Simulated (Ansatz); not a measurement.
CH₂I₂, SMILES `ICI`, relaxed with RKS PBE-D4/def2-SVP in the Gaussian-basis code of Ansatz from a rough embedded geometry. The force threshold is 0.03 eV/Å; the program also tests the step.

Total charge 0; spin multiplicity 1. I takes the def2 core potential.

Start:

```xyz
5

I     0.066   -1.884   -0.689
C     0.220    0.142   -0.004
I    -1.699    0.665    0.650
H     0.479    0.845   -0.794
H     0.934    0.232    0.837
```

| step | energy (eV) | largest force (eV/Å) | largest move (Å) |
| --- | --- | --- | --- |
| 1 | -17267.9844 | 1.313 | 0.000 |
| 2 | -17268.1516 | 0.360 | 0.195 |
| 3 | -17268.1662 | 0.167 | 0.033 |
| 4 | -17268.1684 | 0.073 | 0.014 |
| 5 | -17268.1686 | 0.004 | 0.004 |

End:

```xyz
5

I     0.223   -1.906   -0.742
C     0.170    0.122    0.001
I    -1.739    0.821    0.733
H     0.463    0.782   -0.831
H     0.883    0.181    0.839
```

Hardware: 2 threads of a server CPU on a shared host. Wall time 68 s, peak host memory 0.15 GiB.
